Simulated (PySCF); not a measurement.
Run record: geometry optimisation, `S[C@@H]1C[CH2][GeH2]1`.

Method: PBE0-D3(BJ)/def2-SVP geometry optimisation, gas phase (PySCF 2.14.0). Start geometry: GFN2-xTB. The command runs a driver script over a list of jobs; the input below is this job's line of settings and its coordinates in Å.

Command:
```bash
OMP_NUM_THREADS=1 python probes_run.py task.json out
```

Input:
```
{"job": {"xc": "PBE0", "basis": "def2-SVP", "d3": "d3bj", "grid": 1, "shake": 0.01, "kind": "geom"}, "charge": 0, "multiplicity": 1}
S      1.421320    -1.046640     1.461190
C      0.625220    -0.786270    -0.178410
C      0.527200     0.695140    -0.585000
C     -0.765400     1.115920     0.040020
Ge    -1.357870    -0.805150     0.085530
H      2.574740    -0.459200     1.164990
H      1.163220    -1.420140    -0.888270
H      0.511470     0.764580    -1.670580
H      1.394520     1.303310    -0.223550
H     -1.360830     1.833410    -0.535910
H     -0.671980     1.514010     1.054820
H     -2.142340    -1.300750    -1.079270
H     -1.913430    -1.425100     1.344130
```

Output:
```
step   0  E = -2593.28500564  max force = 0.031776
step   1  E = -2593.28982120  max force = 0.006770
step   2  E = -2593.29029646  max force = 0.001394
step   3  E = -2593.29034000  max force = 0.000572
step   4  E = -2593.29035729  max force = 0.000748
step   5  E = -2593.29037045  max force = 0.000620
step   6  E = -2593.29037796  max force = 0.000393
optimisation converged
```

Energies in Eh; «max force» is the largest Cartesian gradient component in Eh/bohr.

**Question.** How much energy does the optimisation release, in kJ/mol?

**Answer.** E(step 0) − E(last step) = 0.005372 Eh, which is 14.1 kJ/mol.

**Question.** Give the first gradient maximum in eV/Å.

**Answer.** With 1 Eh/bohr = 51.422 eV/Å, 1.634 eV/Å.

Main results: final energy -2593.29038 Eh after 6 steps; dipole 1.54 D.

**Question.** Where do the atoms end?

**Answer.** 0.068 Å rms from the input after alignment:
```
atom  x, y, z in Å
S1     1.4258   -0.6587    1.5287
C2     0.6443   -0.6451   -0.1051
C3     0.4031    0.7695   -0.6865
C4    -0.9513    1.1677   -0.0603
Ge5   -1.3320   -0.7569    0.1596
H6     2.6025   -0.0891    1.1719
H7     1.1436   -1.3552   -0.7787
H8     0.2936    0.6778   -1.7809
H9     1.2292    1.4785   -0.5038
H10   -1.6057    1.8031   -0.6715
H11   -0.8219    1.6263    0.9308
H12   -2.0514   -1.4150   -1.0339
H13   -1.8640   -1.3120    1.4927
```

Hardware: one thread of an Arm Neoverse V1, shared host with 32 logical CPUs at a one-minute load of 26.
Labels such as C1 count atoms from 1, the log's own numbers from 0.
